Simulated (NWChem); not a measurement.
stibine (H3Sb) in NWChem

SMILES: [SbH3]
```xyz
4

Sb     0.0006     0.0541     0.0000
H     -0.7203    -0.9130     1.2313
H     -0.7203    -0.9130    -1.2313
H      1.4123    -0.9348     0.0000
```
Charge 0, spin multiplicity 1.

The numbers come from NWChem runs, not from measurements. The geometry was optimised at B3LYP/def2-SVP with def2 effective core potentials on Sb, a minimum by its harmonic frequencies.

Static limit.

Effective core potentials replace the inner electrons of Sb; spin-orbit coupling is left out.

Problem. Give the polarisability tensor in bohr³ at HF/def2-SVPD with def2 effective core potentials on Sb, in the frame of the coordinates, and its isotropic mean.

Solution. 
```
46.07   0.00   0.00
 0.00  45.94   0.00
 0.00   0.00  46.07
```
Mean (one third of the trace): 46.02 bohr³.
